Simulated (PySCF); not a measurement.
Which level of theory gave which numbers?

C3H10OSi2.
InChI=1S/C3H10OSi2/c1-3-6(2)4-5/h3,6H,1H2,2,5H3/t6-/m1/s1

The closed-shell ground state was solved 3 times with PySCF (density fitting, gas phase), always with PBE0, in these basis sets: 6-31+G*, 6-31G* and def2-SVP. The structure is a single PBE0-D3(BJ)/def2-SVP conformer in the gas phase; no vibrational or solvent corrections.

```
row  total energy (Eh)  HOMO (eV)  LUMO (eV)  dipole (D)
  P          -774.0951      -7.79      -0.44        0.93
  Q          -774.0841      -7.58       0.05        0.95
  R          -773.8031      -7.77      -0.23        0.92
```

Question: Which basis belongs to which row?

Answer: P = 6-31+G*, Q = 6-31G*, R = def2-SVP. From the lowest total energy up: 6-31+G* (136 functions) 0 eV; 6-31G* (112 functions) +0.30 eV; def2-SVP (142 functions) +7.95 eV.

Conformer computed: `[CH2:1]=[CH:2][Si@@H:3]([CH3:4])[O:5][SiH3:6]`: C1–C2–Si3–C4 -120°, C2–Si3–O5–Si6 -14°.
